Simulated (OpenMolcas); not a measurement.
Yb4+: CASPT2 settings compared

```json
{
  "Program": "OpenMolcas 26.06",
  "Basis": "ANO-RCC-VTZP [8s7p5d3f2g1h]",
  "Scalar Hamiltonian": "X2C, point nucleus",
  "Active space": "12 electrons in 7 orbitals (4f)",
  "State averaging": "2S+1 = 3 even, 21 roots; 2S+1 = 1 even, 27 roots",
  "Spin-orbit coupling": "RASSI with atomic mean-field integrals over the reference wave functions, term energies averaged over their components"
}
```

Methods on the same reference wave functions:
A. CASSCF
B. SS-CASPT2, IPEA 0.3 Eh, imaginary shift 0.15 Eh (closed shells correlated: 5s 5p)
C. SS-CASPT2, IPEA 0.15 Eh, real shift 0.2 Eh (closed shells correlated: 4d 5s 5p)
D. SS-CASPT2, IPEA 0 Eh, sigma1 regulariser 0.5 Eh (closed shells correlated: 4d 5s 5p)

Energies in cm-1 above 4f12 3H6, the measured ground level; measured values from the list in Tchang-Brillet, Wyart, Meftah and Ait Mammar, Atoms 6, 52 (2018).

```json
{"Level": "4f12 3H6", "A": "0.0", "B": "0.0", "C": "0.0", "D": "0.0", "Measured": "0.0"}
{"Level": "4f12 3F4 [55 %]", "A": "7309", "B": "6480", "C": "6080", "D": "6050", "Measured": ""}
{"Level": "4f12 3H5", "A": "9629", "B": "9650", "C": "9660", "D": "9660", "Measured": "9580"}
{"Level": "4f12 3H4 [57 %]", "A": "15130", "B": "14710", "C": "14530", "D": "14520", "Measured": "14405"}
{"Level": "4f12 3F3", "A": "18239", "B": "16910", "C": "16370", "D": "16270", "Measured": "16372"}
{"Level": "4f12 3F2", "A": "19560", "B": "17890", "C": "17240", "D": "17140", "Measured": "16877"}
{"Level": "4f12 1G4 [55 %]", "A": "24933", "B": "24700", "C": "24520", "D": "24570", "Measured": "24193"}
{"Level": "4f12 1I6", "A": "45228", "B": "42470", "C": "41590", "D": "41590", "Measured": "39038"}
{"Level": "4f12 3P1", "A": "49811", "B": "45310", "C": "43830", "D": "43580", "Measured": ""}
{"Level": "4f12 3P2 [62 %]", "A": "50886", "B": "46890", "C": "45580", "D": "45400", "Measured": "43120"}
{"Level": "4f12 3P0", "A": "51363", "B": "46860", "C": "45380", "D": "45130", "Measured": ""}
```

Deviations, from unrounded energies. A percentage is the sum of absolute deviations over the sum of measured energies, with the sign that they share, or ± where signs differ.

```json
{"Against measurement": "mean absolute deviation (cm-1)", "Levels": "7", "A": "2900", "B": "1400", "C": "840", "D": "820"}
{"Against measurement": "fine structure of the ground term (%)", "Levels": "2", "A": "+3.2", "B": "+1.6", "C": "+0.8", "D": "+0.8"}
{"Against measurement": "other terms of the ground configuration (%)", "Levels": "5", "A": "+13.8", "B": "+6.6", "C": "±4.1", "D": "±4.0"}
```

C, D lie about equally close to measurement and A furthest from it. The largest miss of D in the table is 4f12 1I6, by +2600 cm-1. The ranking rests on the paired levels alone, and a cruder setting can come out closer through cancelling errors.

Among B to D the level of the table that moves most is 4f12 3P0, by 1700 cm-1 (lowest in D, highest in B). Moves below CASPT2's spread within the term are not significant.

The mean deviations of B to D differ by less than CASPT2's widest spread within a term (1100 cm-1), so their order carries little weight.

From A to B the spin-free energies of the other terms of 4f12 shown, above 3H, scale by factors of 0.84 to 0.98.

The lowest spin-free term lies below A's lowest term by 0.833 hartree in B, 1.234 hartree in C, 1.238 hartree in D.

CASPT2 does not keep the components of a term degenerate, so their means are used; among the terms shown or strongly mixed into the levels shown the widest spread is 1100 cm-1 (4f12 1I, D). Without dynamic correlation excited terms often stand tens of per cent too high (terms of higher spin than the ground term too low), and those without a measured partner can miss by more than the paired ones (holds for A). The CASPT2 spread within a term exceeds the gap to the next term for 4f12 1I and 4f12 3P, so the order of their levels is uncertain (holds for D). Measured partners are found by configuration, term and J. A level has none where our copy of the source lacks it or the pairing is in doubt (some pairs that miss far off the trend of their configuration count as doubtful), and it then counts in no deviation. Only configurations of the active space appear. Levels that lie high or do not pair safely by name in every column are left out.

A share in square brackets marks a mixed level and gives the weight of the term that names it, the lowest over the columns.
